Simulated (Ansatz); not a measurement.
A short molecular-dynamics run on `C#[C][Sn]([F])[F]` radical.

```yaml
crystal:
  periodic: [false, false, false]
  atoms:
    - {symbol: C, position_ang: [-0.230698, 0.672594, 1.751827]}
    - {symbol: C, position_ang: [0.006686, 0.182234, 0.674925]}
    - {symbol: Sn, position_ang: [0.640376, -0.801075, -1.043969]}
    - {symbol: F, position_ang: [-0.857251, -1.773346, -1.733269]}
    - {symbol: F, position_ang: [0.954482, 0.529919, -2.383041]}
    - {symbol: H, position_ang: [-0.471495, 1.125773, 2.687427]}
basis:
  gaussian: {orbitals: def2-SVP}
magnetization: {spin_polarized: false, initial_magnetization: 1}
hamiltonian: {xc: {name: revPBE}}
md: {timestep: 0.5 fs, n_steps: 20, ensemble: nvt_langevin, temperature: 500, initial_velocities: maxwell_boltzmann, friction: 0.01, seed: 448}
```

```sh
$ ansatz run in.yaml --threads 4 --pin off --events-out ev --progress --plain --max-ram 10444MiB
```

```json
{"step": "0", "time (fs)": "0.0", "potential energy (eV)": "-13346.7556", "kinetic (eV)": "0.3231", "T (K)": "417", "conserved (eV)": "–"}
{"step": "1", "time (fs)": "0.5", "potential energy (eV)": "-13346.7579", "kinetic (eV)": "0.3076", "T (K)": "397", "conserved (eV)": "–"}
{"step": "2", "time (fs)": "1.0", "potential energy (eV)": "-13346.7596", "kinetic (eV)": "0.2766", "T (K)": "357", "conserved (eV)": "–"}
{"step": "3", "time (fs)": "1.5", "potential energy (eV)": "-13346.7602", "kinetic (eV)": "0.2850", "T (K)": "367", "conserved (eV)": "–"}
{"step": "4", "time (fs)": "2.0", "potential energy (eV)": "-13346.7591", "kinetic (eV)": "0.2770", "T (K)": "357", "conserved (eV)": "–"}
{"step": "5", "time (fs)": "2.5", "potential energy (eV)": "-13346.7557", "kinetic (eV)": "0.2771", "T (K)": "357", "conserved (eV)": "–"}
{"step": "6", "time (fs)": "3.0", "potential energy (eV)": "-13346.7496", "kinetic (eV)": "0.2706", "T (K)": "349", "conserved (eV)": "–"}
{"step": "7", "time (fs)": "3.5", "potential energy (eV)": "-13346.7400", "kinetic (eV)": "0.2721", "T (K)": "351", "conserved (eV)": "–"}
{"step": "8", "time (fs)": "4.0", "potential energy (eV)": "-13346.7271", "kinetic (eV)": "0.2719", "T (K)": "351", "conserved (eV)": "–"}
{"step": "9", "time (fs)": "4.5", "potential energy (eV)": "-13346.7129", "kinetic (eV)": "0.2552", "T (K)": "329", "conserved (eV)": "–"}
{"step": "10", "time (fs)": "5.0", "potential energy (eV)": "-13346.6989", "kinetic (eV)": "0.2436", "T (K)": "314", "conserved (eV)": "–"}
{"step": "11", "time (fs)": "5.5", "potential energy (eV)": "-13346.6858", "kinetic (eV)": "0.2352", "T (K)": "303", "conserved (eV)": "–"}
{"step": "12", "time (fs)": "6.0", "potential energy (eV)": "-13346.6740", "kinetic (eV)": "0.2405", "T (K)": "310", "conserved (eV)": "–"}
{"step": "13", "time (fs)": "6.5", "potential energy (eV)": "-13346.6650", "kinetic (eV)": "0.2644", "T (K)": "341", "conserved (eV)": "–"}
{"step": "14", "time (fs)": "7.0", "potential energy (eV)": "-13346.6612", "kinetic (eV)": "0.2524", "T (K)": "325", "conserved (eV)": "–"}
{"step": "15", "time (fs)": "7.5", "potential energy (eV)": "-13346.6634", "kinetic (eV)": "0.2583", "T (K)": "333", "conserved (eV)": "–"}
{"step": "16", "time (fs)": "8.0", "potential energy (eV)": "-13346.6694", "kinetic (eV)": "0.2907", "T (K)": "375", "conserved (eV)": "–"}
{"step": "17", "time (fs)": "8.5", "potential energy (eV)": "-13346.6772", "kinetic (eV)": "0.3085", "T (K)": "398", "conserved (eV)": "–"}
{"step": "18", "time (fs)": "9.0", "potential energy (eV)": "-13346.6869", "kinetic (eV)": "0.3091", "T (K)": "399", "conserved (eV)": "–"}
{"step": "19", "time (fs)": "9.5", "potential energy (eV)": "-13346.6990", "kinetic (eV)": "0.2971", "T (K)": "383", "conserved (eV)": "–"}
{"step": "20", "time (fs)": "10.0", "potential energy (eV)": "-13346.7120", "kinetic (eV)": "0.3107", "T (K)": "401", "conserved (eV)": "–"}
```

Velocities are drawn at the set temperature; a run this short doesn't reach equilibrium.

Frames (Å, forces in eV/Å):

```xyz
6
time=0.0 fs
C    -0.231    0.673    1.752   -0.384    0.813    1.813
C     0.007    0.182    0.675    0.305   -0.732   -1.746
Sn    0.640   -0.801   -1.044    1.093   -0.611    0.882
F    -0.857   -1.773   -1.733   -1.111   -0.732   -0.516
F     0.954    0.530   -2.383    0.242    0.987   -1.001
H    -0.471    1.126    2.687   -0.145    0.274    0.568
6
time=0.5 fs
C    -0.230    0.669    1.752   -0.400    0.840    1.851
C     0.013    0.183    0.672    0.237   -0.613   -1.497
Sn    0.639   -0.802   -1.044    1.206   -0.561    0.830
F    -0.855   -1.771   -1.735   -1.191   -0.777   -0.551
F     0.956    0.533   -2.381    0.235    0.955   -0.972
H    -0.473    1.126    2.693   -0.088    0.156    0.338
6
time=1.0 fs
C    -0.229    0.666    1.752   -0.397    0.834    1.815
C     0.019    0.184    0.669    0.152   -0.466   -1.183
Sn    0.638   -0.802   -1.044    1.313   -0.516    0.768
F    -0.853   -1.769   -1.736   -1.261   -0.816   -0.582
F     0.957    0.536   -2.379    0.228    0.919   -0.939
H    -0.475    1.126    2.698   -0.034    0.044    0.121
6
time=1.5 fs
C    -0.228    0.662    1.753   -0.370    0.779    1.669
C     0.024    0.185    0.665    0.049   -0.288   -0.800
Sn    0.636   -0.802   -1.044    1.415   -0.474    0.695
F    -0.852   -1.768   -1.737   -1.326   -0.851   -0.610
F     0.959    0.539   -2.378    0.220    0.880   -0.903
H    -0.477    1.125    2.703    0.012   -0.045   -0.052
6
time=2.0 fs
C    -0.227    0.659    1.755   -0.313    0.671    1.410
C     0.030    0.185    0.661   -0.074   -0.078   -0.341
Sn    0.635   -0.803   -1.044    1.519   -0.433    0.617
F    -0.850   -1.766   -1.739   -1.391   -0.887   -0.639
F     0.961    0.542   -2.377    0.211    0.839   -0.865
H    -0.480    1.123    2.708    0.047   -0.112   -0.183
6
time=2.5 fs
C    -0.227    0.656    1.756   -0.233    0.528    1.075
C     0.035    0.185    0.657   -0.211    0.152    0.164
Sn    0.633   -0.804   -1.043    1.627   -0.389    0.532
F    -0.849   -1.764   -1.740   -1.457   -0.924   -0.668
F     0.962    0.545   -2.376    0.201    0.792   -0.822
H    -0.481    1.119    2.713    0.073   -0.159   -0.281
6
time=3.0 fs
C    -0.226    0.654    1.758   -0.135    0.362    0.680
C     0.039    0.185    0.653   -0.363    0.400    0.720
Sn    0.632   -0.804   -1.043    1.734   -0.342    0.431
F    -0.848   -1.763   -1.742   -1.520   -0.959   -0.697
F     0.964    0.548   -2.376    0.189    0.738   -0.771
H    -0.482    1.116    2.718    0.094   -0.199   -0.362
6
time=3.5 fs
C    -0.226    0.651    1.760   -0.023    0.178    0.239
C     0.044    0.185    0.648   -0.521    0.655    1.296
Sn    0.631   -0.805   -1.043    1.837   -0.301    0.326
F    -0.847   -1.762   -1.744   -1.578   -0.992   -0.725
F     0.966    0.551   -2.375    0.178    0.683   -0.722
H    -0.483    1.113    2.722    0.107   -0.224   -0.415
6
time=4.0 fs
C    -0.225    0.648    1.762    0.095   -0.010   -0.211
C     0.048    0.184    0.644   -0.675    0.896    1.848
Sn    0.629   -0.805   -1.043    1.934   -0.268    0.220
F    -0.846   -1.760   -1.746   -1.630   -1.021   -0.750
F     0.968    0.554   -2.374    0.167    0.632   -0.676
H    -0.482    1.108    2.725    0.109   -0.230   -0.432
6
time=4.5 fs
C    -0.225    0.646    1.764    0.210   -0.192   -0.647
C     0.052    0.184    0.639   -0.820    1.117    2.357
Sn    0.628   -0.806   -1.042    2.021   -0.239    0.108
F    -0.845   -1.759   -1.747   -1.672   -1.043   -0.770
F     0.970    0.558   -2.374    0.155    0.579   -0.627
H    -0.482    1.103    2.728    0.106   -0.222   -0.422
6
time=5.0 fs
C    -0.224    0.643    1.766    0.316   -0.365   -1.060
C     0.056    0.184    0.636   -0.946    1.308    2.803
Sn    0.626   -0.806   -1.042    2.092   -0.215   -0.003
F    -0.844   -1.758   -1.750   -1.700   -1.056   -0.784
F     0.972    0.561   -2.373    0.142    0.525   -0.577
H    -0.483    1.096    2.730    0.096   -0.197   -0.379
6
time=5.5 fs
C    -0.223    0.640    1.768    0.419   -0.532   -1.459
C     0.059    0.183    0.633   -1.057    1.472    3.190
Sn    0.625   -0.807   -1.041    2.145   -0.199   -0.112
F    -0.844   -1.758   -1.753   -1.714   -1.060   -0.791
F     0.974    0.564   -2.373    0.131    0.474   -0.530
H    -0.483    1.089    2.731    0.077   -0.156   -0.299
6
time=6.0 fs
C    -0.223    0.637    1.770    0.520   -0.688   -1.849
C     0.063    0.183    0.631   -1.153    1.606    3.520
Sn    0.624   -0.807   -1.041    2.185   -0.185   -0.216
F    -0.844   -1.757   -1.756   -1.718   -1.057   -0.793
F     0.977    0.567   -2.372    0.118    0.423   -0.482
H    -0.484    1.082    2.730    0.048   -0.100   -0.179
6
time=6.5 fs
C    -0.222    0.633    1.772    0.594   -0.793   -2.130
C     0.066    0.183    0.629   -1.225    1.695    3.754
Sn    0.622   -0.808   -1.041    2.213   -0.165   -0.314
F    -0.845   -1.757   -1.759   -1.714   -1.049   -0.791
F     0.979    0.570   -2.372    0.106    0.370   -0.433
H    -0.486    1.076    2.730    0.025   -0.058   -0.085
6
time=7.0 fs
C    -0.221    0.629    1.773    0.632   -0.838   -2.278
C     0.069    0.183    0.628   -1.261    1.728    3.866
Sn    0.621   -0.809   -1.040    2.229   -0.136   -0.403
F    -0.846   -1.756   -1.762   -1.703   -1.036   -0.785
F     0.981    0.573   -2.371    0.092    0.312   -0.380
H    -0.487    1.069    2.730    0.011   -0.030   -0.020
6
time=7.5 fs
C    -0.220    0.625    1.775    0.648   -0.848   -2.341
C     0.072    0.184    0.628   -1.262    1.702    3.847
Sn    0.620   -0.810   -1.039    2.234   -0.096   -0.478
F    -0.847   -1.756   -1.765   -1.687   -1.020   -0.777
F     0.983    0.576   -2.371    0.077    0.253   -0.324
H    -0.489    1.063    2.728   -0.011    0.008    0.074
6
time=8.0 fs
C    -0.220    0.620    1.775    0.653   -0.837   -2.353
C     0.075    0.186    0.629   -1.233    1.629    3.717
Sn    0.618   -0.810   -1.039    2.236   -0.042   -0.540
F    -0.849   -1.755   -1.768   -1.672   -1.004   -0.768
F     0.985    0.580   -2.370    0.061    0.190   -0.265
H    -0.491    1.057    2.724   -0.045    0.065    0.210
6
time=8.5 fs
C    -0.219    0.615    1.776    0.638   -0.798   -2.288
C     0.077    0.188    0.630   -1.181    1.523    3.506
Sn    0.617   -0.811   -1.038    2.240    0.025   -0.593
F    -0.850   -1.755   -1.771   -1.662   -0.992   -0.762
F     0.988    0.583   -2.370    0.045    0.122   -0.203
H    -0.493    1.050    2.720   -0.079    0.119    0.341
6
time=9.0 fs
C    -0.218    0.610    1.776    0.596   -0.720   -2.120
C     0.080    0.189    0.632   -1.108    1.387    3.216
Sn    0.616   -0.813   -1.038    2.235    0.096   -0.642
F    -0.851   -1.755   -1.775   -1.646   -0.975   -0.752
F     0.990    0.587   -2.370    0.027    0.054   -0.140
H    -0.495    1.042    2.718   -0.105    0.158    0.438
6
time=9.5 fs
C    -0.217    0.606    1.775    0.522   -0.603   -1.840
C     0.082    0.191    0.634   -1.011    1.223    2.846
Sn    0.615   -0.813   -1.037    2.212    0.163   -0.690
F    -0.852   -1.755   -1.778   -1.613   -0.949   -0.734
F     0.992    0.591   -2.370    0.010   -0.015   -0.078
H    -0.496    1.034    2.716   -0.119    0.180    0.496
6
time=10.0 fs
C    -0.216    0.600    1.774    0.407   -0.432   -1.419
C     0.084    0.193    0.637   -0.891    1.033    2.398
Sn    0.614   -0.814   -1.037    2.177    0.226   -0.732
F    -0.854   -1.755   -1.781   -1.573   -0.918   -0.713
F     0.994    0.596   -2.370   -0.007   -0.079   -0.019
H    -0.499    1.026    2.716   -0.113    0.171    0.484
```

Run time 23 s (4 threads of an Arm Neoverse V1 on a shared host); peak host memory 0.16 GiB.
